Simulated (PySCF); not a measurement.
A geometry optimisation, step by step.

Species: C₄H₈BF.
Bonds: C1–C2 (double), C2–C3, C2–B4, B4–C5, B4–F6. Hydrogens: H7, H8 on C1; H9, H10, H11 on C3; H12, H13, H14 on C5.

Method: PBE0-D3(BJ)/def2-SVP geometry optimisation, gas phase in PySCF 2.14.0; density fitting, grid level 1; the optimiser is geomeTRIC in internal coordinates, started from a GFN2-xTB structure with every atom displaced at random (about 0.01 Å). 8 of its 9 geometries are shown. The frame can shift and turn from step to step; on so coarse a grid that alone can change the energy by a few meV, and forces under 0.02 eV/Å are noise.

Step 0: E = -7658.8657 eV, largest atomic force 2.482 eV/Å
```
atom  x, y, z in Å  |  force x, y, z in eV/Å
C1      1.677   -1.264   -0.153   -1.216   2.156  -0.187
C2      0.685   -0.321   -0.175    1.845  -0.438  -0.105
C3      1.013    1.132   -0.381    0.638  -0.565   1.416
B4     -0.774   -0.731    0.011   -1.755   0.122   0.026
C5     -2.020    0.277    0.003    1.046   0.120   0.227
F6     -1.076   -2.020    0.180    0.192  -0.235   0.045
H7      1.440   -2.284   -0.015   -0.264  -1.453   0.215
H8      2.715   -0.983   -0.289    0.435   0.030  -0.035
H9      0.693    1.724    0.500   -0.038  -0.019  -0.278
H10     0.524    1.517   -1.246   -0.619   0.595  -1.018
H11     2.096    1.272   -0.483    0.105   0.117  -0.113
H12    -2.967   -0.212    0.169   -0.604  -0.513   0.058
H13    -2.094    0.843   -0.934    0.106   0.086  -0.167
H14    -1.919    1.035    0.803    0.130  -0.003  -0.086
```

Step 1: E = -7658.9676 eV, largest atomic force 0.661 eV/Å
```
atom  x, y, z in Å  |  force x, y, z in eV/Å
C1      1.486   -1.266   -0.800    0.281  -0.424   0.421
C2      0.655   -0.310   -0.360   -0.529   0.043  -0.318
C3      1.026    1.143   -0.409   -0.110   0.097  -0.286
B4     -0.805   -0.734    0.064    0.496   0.108   0.355
C5     -1.885    0.282    0.563   -0.428   0.020  -0.337
F6     -1.085   -2.039    0.062   -0.113  -0.036  -0.080
H7      1.206   -2.330   -0.743   -0.009   0.244  -0.177
H8      2.511   -1.044   -1.124   -0.042   0.002  -0.087
H9      0.781    1.672    0.525   -0.023   0.005  -0.003
H10     0.467    1.646   -1.228    0.102  -0.034   0.281
H11     2.096    1.284   -0.616    0.078   0.028   0.014
H12    -2.842   -0.198    0.830    0.111   0.039  -0.032
H13    -2.091    1.047   -0.216    0.078  -0.141   0.180
H14    -1.524    0.839    1.441    0.108   0.049   0.069
```

Step 2: E = -7658.9949 eV, largest atomic force 0.210 eV/Å
```
atom  x, y, z in Å  |  force x, y, z in eV/Å
C1      1.492   -1.277   -0.779    0.041   0.039   0.036
C2      0.656   -0.309   -0.364   -0.150  -0.005  -0.146
C3      1.031    1.146   -0.413    0.058  -0.039  -0.018
B4     -0.787   -0.727    0.097    0.101   0.010  -0.029
C5     -1.895    0.280    0.557   -0.059   0.019  -0.011
F6     -1.074   -2.032    0.087   -0.043  -0.069   0.015
H7      1.187   -2.329   -0.784   -0.012   0.035   0.054
H8      2.508   -1.060   -1.133   -0.009   0.013  -0.004
H9      0.796    1.663    0.531    0.008   0.009   0.023
H10     0.464    1.669   -1.203   -0.007  -0.017   0.055
H11     2.102    1.292   -0.626   -0.005  -0.002   0.005
H12    -2.844   -0.208    0.822    0.036  -0.009   0.002
H13    -2.095    1.025   -0.233    0.035  -0.001   0.008
H14    -1.543    0.858    1.427    0.005   0.017   0.009
```

Step 3: E = -7658.9981 eV, largest atomic force 0.095 eV/Å
```
atom  x, y, z in Å  |  force x, y, z in eV/Å
C1      1.495   -1.271   -0.779   -0.052  -0.027   0.018
C2      0.642   -0.312   -0.378    0.076   0.023  -0.051
C3      1.024    1.141   -0.412   -0.005   0.004   0.027
B4     -0.791   -0.738    0.093   -0.005   0.049  -0.055
C5     -1.888    0.282    0.551    0.000  -0.032   0.064
F6     -1.087   -2.043    0.089    0.016   0.017   0.014
H7      1.192   -2.321   -0.765    0.029  -0.056  -0.006
H8      2.508   -1.048   -1.137   -0.008   0.004   0.025
H9      0.798    1.645    0.541    0.018  -0.003   0.011
H10     0.452    1.679   -1.186   -0.028   0.029  -0.011
H11     2.094    1.286   -0.629   -0.021  -0.015  -0.005
H12    -2.838   -0.197    0.825   -0.015  -0.002   0.010
H13    -2.080    1.023   -0.242    0.009   0.020  -0.029
H14    -1.524    0.864    1.416   -0.013  -0.010  -0.012
```

Step 5: E = -7659.0009 eV, largest atomic force 0.057 eV/Å
```
atom  x, y, z in Å  |  force x, y, z in eV/Å
C1      1.492   -1.278   -0.775    0.005  -0.009   0.030
C2      0.639   -0.309   -0.398    0.010   0.019   0.010
C3      1.030    1.141   -0.420   -0.012   0.008  -0.001
B4     -0.795   -0.727    0.079   -0.044  -0.036   0.000
C5     -1.895    0.284    0.552    0.039   0.020  -0.015
F6     -1.087   -2.032    0.083    0.002  -0.005  -0.007
H7      1.192   -2.330   -0.755    0.000   0.003  -0.005
H8      2.514   -1.059   -1.108   -0.001  -0.002  -0.010
H9      0.833    1.628    0.549    0.013  -0.004   0.005
H10     0.441    1.700   -1.168   -0.005  -0.001   0.006
H11     2.095    1.280   -0.660    0.004   0.006  -0.018
H12    -2.841   -0.202    0.828   -0.001   0.000  -0.008
H13    -2.091    1.030   -0.237   -0.010   0.000   0.008
H14    -1.530    0.863    1.418    0.000   0.001   0.004
```

Step 6: E = -7659.0019 eV, largest atomic force 0.042 eV/Å
```
atom  x, y, z in Å  |  force x, y, z in eV/Å
C1      1.493   -1.282   -0.766   -0.003  -0.005   0.008
C2      0.637   -0.311   -0.401   -0.010  -0.016   0.007
C3      1.027    1.140   -0.424   -0.012   0.006  -0.006
B4     -0.799   -0.728    0.072   -0.001  -0.011   0.006
C5     -1.890    0.290    0.550   -0.009   0.009  -0.041
F6     -1.095   -2.033    0.076   -0.001   0.017  -0.013
H7      1.190   -2.334   -0.751    0.011   0.021   0.013
H8      2.519   -1.065   -1.089   -0.006  -0.004  -0.015
H9      0.858    1.616    0.556    0.009   0.007   0.003
H10     0.418    1.707   -1.149    0.009  -0.023   0.024
H11     2.085    1.280   -0.690    0.007   0.006  -0.014
H12    -2.841   -0.190    0.822    0.001   0.007  -0.006
H13    -2.081    1.041   -0.237   -0.005  -0.016   0.023
H14    -1.523    0.861    1.419    0.010   0.002   0.011
```

Step 7: E = -7659.0029 eV, largest atomic force 0.050 eV/Å
```
atom  x, y, z in Å  |  force x, y, z in eV/Å
C1      1.494   -1.288   -0.752   -0.022  -0.016  -0.015
C2      0.635   -0.314   -0.403    0.001  -0.014   0.024
C3      1.030    1.135   -0.429   -0.018   0.015  -0.020
B4     -0.806   -0.724    0.064    0.036  -0.004   0.001
C5     -1.891    0.297    0.548   -0.029   0.009  -0.040
F6     -1.111   -2.027    0.056   -0.008   0.009  -0.009
H7      1.191   -2.339   -0.729    0.011   0.018   0.009
H8      2.521   -1.075   -1.073   -0.008  -0.002  -0.001
H9      0.909    1.601    0.562    0.001   0.008   0.001
H10     0.391    1.712   -1.120    0.013  -0.016   0.023
H11     2.076    1.275   -0.743    0.000   0.000  -0.002
H12    -2.847   -0.178    0.807    0.008   0.004  -0.001
H13    -2.071    1.061   -0.228    0.002  -0.012   0.019
H14    -1.524    0.853    1.427    0.013   0.003   0.010
```

Step 8: E = -7659.0033 eV, largest atomic force 0.025 eV/Å
```
atom  x, y, z in Å  |  force x, y, z in eV/Å
C1      1.492   -1.293   -0.746   -0.005  -0.003  -0.007
C2      0.636   -0.316   -0.400   -0.011   0.000   0.016
C3      1.031    1.133   -0.431    0.004  -0.002  -0.013
B4     -0.807   -0.722    0.061    0.022   0.008  -0.007
C5     -1.888    0.302    0.546   -0.022   0.000  -0.011
F6     -1.120   -2.023    0.042   -0.009  -0.001   0.000
H7      1.187   -2.343   -0.716    0.007   0.001   0.000
H8      2.520   -1.084   -1.069   -0.004   0.000   0.000
H9      0.930    1.597    0.564   -0.001   0.002   0.001
H10     0.377    1.711   -1.106    0.004  -0.005   0.007
H11     2.069    1.274   -0.766    0.001  -0.001   0.004
H12    -2.849   -0.168    0.798    0.005   0.001   0.003
H13    -2.061    1.074   -0.223    0.004  -0.001   0.005
H14    -1.520    0.848    1.432    0.006   0.000   0.003
```

Problem. Summarise the path.

Solution. The energy falls by 13.28 kJ/mol from step 0 to step 8; nine tenths of that is first reached at step 2. It falls at every step. The largest force goes from 2.482 to 0.025 eV/Å. Among the bonds C2–B4 changes most, from 1.527 to 1.569 Å; the atoms move by 0.055 Å rms after alignment.

Problem. Follow the three bonds and two angles with the largest change from start to end.

Solution. 
```csv
step,E above end (kJ/mol),largest force (eV/Å),C2–B4 (Å),C1–H7 (Å),C3–H10 (Å),C5–B4–F6 (°),H9–C3–H10 (°)
0,13.28,2.482,1.527,1.056,1.065,115.6,108.6
1,3.44,0.661,1.578,1.101,1.112,119.4,107.2
2,0.81,0.210,1.571,1.095,1.105,118.6,106.3
3,0.50,0.095,1.568,1.093,1.102,118.8,106.1
4,0.32,0.061,1.567,1.093,1.102,118.5,106.0
5,0.23,0.057,1.568,1.094,1.103,118.4,106.1
6,0.13,0.042,1.568,1.095,1.104,118.6,106.1
7,0.03,0.050,1.569,1.095,1.104,118.6,106.2
8,0.00,0.025,1.569,1.094,1.103,118.6,106.1
```

What follows is the cost of the whole optimisation. On one thread, Arm Neoverse N1 (aarch64) (shared host), this took 72 s and 0.49 GiB of memory at its peak.
